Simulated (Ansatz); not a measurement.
Relaxation of C₂H₅ClOSi (10 atoms, charge 0, multiplicity 1), to a largest force component of 0.02 eV/Å in at most 50 steps.

These are results of UKS PBE-D4/def2-SVP in Ansatz, not measurements.

```xyz
10
Properties=species:S:1:pos:R:3
O -1.915 -0.036 1.012
C -1.202 0.860 0.557
C 0.174 0.603 0.066
Si 0.718 -1.126 -0.343
Cl 0.454 1.611 -1.396
H -2.704 -0.445 1.446
H 0.909 1.000 0.848
H -0.187 -1.684 -1.413
H 0.586 -2.003 0.898
H 2.050 -1.216 -0.802
```

**Question.** Where does it end, and by what steps?

**Answer.** The run converged. After 16 steps the energy has fallen by 1.833 eV; O1 moved furthest, 0.59 Å.

```tsv
step	energy less start (eV)	largest force component (eV/Å)	accepted
0	0.0000	6.427	yes
1	-0.6744	3.313	yes
2	-1.2353	2.294	yes
3	-1.4809	1.922	yes
4	-1.6331	1.367	yes
5	-1.7115	0.986	yes
6	-1.7559	0.389	yes
7	-1.7244	0.907	no
8	-1.7826	0.283	yes
9	-1.8038	0.296	yes
10	-1.8056	1.024	yes
11	-1.8215	0.572	yes
12	-1.8138	0.300	no
13	-1.8314	0.104	yes
14	-1.8314	0.120	yes
15	-1.8329	0.046	yes
16	-1.8331	0.009	yes
```

```xyz
10
Properties=species:S:1:pos:R:3
O -1.613 0.124 1.489
C -1.399 0.441 0.214
C 0.061 0.575 0.038
Si 0.691 -1.201 -0.421
Cl 0.496 1.610 -1.379
H -2.574 -0.030 1.586
H 0.636 0.927 0.926
H -0.002 -1.673 -1.661
H 0.418 -2.134 0.726
H 2.169 -1.075 -0.646
```

The run took 59 s on 2 threads of AMD EPYC 7R43 64-Core Processor (Zen 3), on a shared host, peak memory 0.25 GiB.
